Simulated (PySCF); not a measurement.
ORD: SMILES COC[C@@]12C[C@@H]1[C@H]2F, C₆H₉FO

Molfile (atoms numbered from 1):
```
C6H9FO
     RDKit          3D

 17 18  0  0  0  0  0  0  0  0999 V2000
    2.5129   -1.1698    0.1478 C   0  0  0  0  0  0  0  0  0  0  0  0
    1.1305   -0.9782    0.0085 O   0  0  0  0  0  0  0  0  0  0  0  0
    0.7761    0.3837   -0.0963 C   0  0  0  0  0  0  0  0  0  0  0  0
   -0.7012    0.5005   -0.2302 C   0  0  2  0  0  0  0  0  0  0  0  0
   -1.7190   -0.2784   -1.0017 C   0  0  0  0  0  0  0  0  0  0  0  0
   -1.8784   -0.1023    0.4768 C   0  0  2  0  0  0  0  0  0  0  0  0
   -1.6884    1.3742    0.4728 C   0  0  1  0  0  0  0  0  0  0  0  0
   -1.2845    1.9671    1.6343 F   0  0  0  0  0  0  0  0  0  0  0  0
    2.8933   -0.6823    1.0544 H   0  0  0  0  0  0  0  0  0  0  0  0
    3.0582   -0.7741   -0.7186 H   0  0  0  0  0  0  0  0  0  0  0  0
    2.6718   -2.2436    0.2189 H   0  0  0  0  0  0  0  0  0  0  0  0
    1.1012    0.9371    0.8002 H   0  0  0  0  0  0  0  0  0  0  0  0
    1.2744    0.8350   -0.9729 H   0  0  0  0  0  0  0  0  0  0  0  0
   -1.4171   -1.2561   -1.3486 H   0  0  0  0  0  0  0  0  0  0  0  0
   -2.3931    0.2462   -1.6709 H   0  0  0  0  0  0  0  0  0  0  0  0
   -1.9916   -0.7967    1.2787 H   0  0  0  0  0  0  0  0  0  0  0  0
   -2.3519    2.0496   -0.0631 H   0  0  0  0  0  0  0  0  0  0  0  0
  1  2  1  0
  2  3  1  0
  4  3  1  1
  4  5  1  0
  5  6  1  0
  6  7  1  0
  7  8  1  0
  6  4  1  0
  7  4  1  0
  1  9  1  0
  1 10  1  0
  1 11  1  0
  3 12  1  0
  3 13  1  0
  5 14  1  0
  5 15  1  0
  6 16  1  1
  7 17  1  6
M  END
```

Computed, not measured: TDDFT PBE0/3-21G circular dichroism and optical rotation, one conformer, IEF-PCM chloroform (non-equilibrium linear response, no local-field factor) in PySCF 2.14.0. Geometry: GFN2-xTB.

The molecule is flexible and this is one conformer; a measurement averages over conformers. States above about 6.9 eV lie in this functional's continuum (it starts at minus the energy of the highest occupied orbital, well below the true ionisation energy for most functionals) and depend on the basis.

Stereocentres: C4 R, C6 S, C7 R.

(1) What is the specific rotation at 300 nm?

(2) And for the mirror image at 300 nm?

(3) What is the molar rotation [Φ] = [α]·M/100 of the geometry above at 300 nm?

## Answers

(1) [α] in deg dm⁻¹ (g/mL)⁻¹:
```csv
λ (nm),origin-invariant length gauge,modified velocity gauge,length gauge (centre of mass),isotropic polarisability (au)
300,-393.8,-359.2,-362.0,69.6
```

(2) +393.8 deg dm⁻¹ (g/mL)⁻¹ (origin-invariant length gauge): the same size and the opposite sign.

(3) With M = 116.14 g/mol, -457.4 deg cm² dmol⁻¹ (origin-invariant length gauge).

The first excitation lies at 8.09 eV (153 nm) with R = -7.2 × 10⁻⁴⁰ esu² cm² (velocity form).
